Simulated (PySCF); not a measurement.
An unknown is described by computed data only.

Formula: C2H4BCl2N.

| Item | Value |
| --- | --- |
| Rotational structure | rotational constants A, B, C: 2.445, 2.079, 1.131 GHz [PBE0-D3(BJ)/def2-SVP] |
| Triplet | lowest triplet excitation (Tamm–Dancoff): 2.98 eV [TDA wB97X-D/def2-SVPD] |
| Valence photoelectron | vertical ionisation energy: 9.98 eV [ΔSCF wB97X-D/def2-SVPD] |
| 1H NMR | chemical shifts (computed TMS as zero) by class: 12.64 (1 H), 2.43 (3 H) ppm [GIAO PBE/pcSseg-2] |
| 13C NMR | chemical shifts (computed TMS as zero) by class: 196.3 (1 C), 30.8 (1 C) ppm [GIAO PBE/pcSseg-2] |
| NMR, other nuclei | isotropic shieldings of nuclei other than C and H, by class: 43 (1 B), -167 (1 N), 649 (2 Cl) ppm [GIAO PBE/pcSseg-2] |

The electronic properties come from PySCF, for the isolated species, density fitting. Levels stand in brackets. Isolated species at its PBE0-D3(BJ)/def2-SVP geometry, gas phase. Each NMR value is the plain mean over a class of atoms that symmetry, rotation or inversion makes alike.

Question: Give a SMILES that accounts for the data.

Answer: Numbering: `[H]/[N:3]=[C:2](/[CH3:1])[B:4]([Cl:5])[Cl:6]`. 2 carbons fall into 2 classes; from least to most shielded: C=N carbon [C2] (196.3 ppm), methyl carbon [C1] (30.8 ppm). Hydrogen classes from least to most shielded: 1 H on a C=N nitrogen, N3 (12.64 ppm), 3 H on a methyl carbon, C1 (2.43 ppm). The other shieldings belong to: 43 ppm, three-coordinate boron [B4]; -167 ppm, C=N nitrogen [N3]; 649 ppm, chlorine bonded to B [Cl5/Cl6]. The first electron is taken from the HOMO, whose largest Löwdin shares are 0.54 on the C=N nitrogen, 0.15 on the C=N carbon, 0.08 on the three-coordinate boron and 0.07 on the N–H hydrogen. The optimised geometry has point group Cs and is an asymmetric top. Structure: `[H]/N=C(/C)B(Cl)Cl`. The assignments are read from this structure; whether some other isomer fits the data as well wasn't checked.

The values belong to the conformer `[H]/[N:3]=[C:2](/[CH3:1])[B:4]([Cl:5])[Cl:6]`: C1–C2–B4–Cl5 0°.
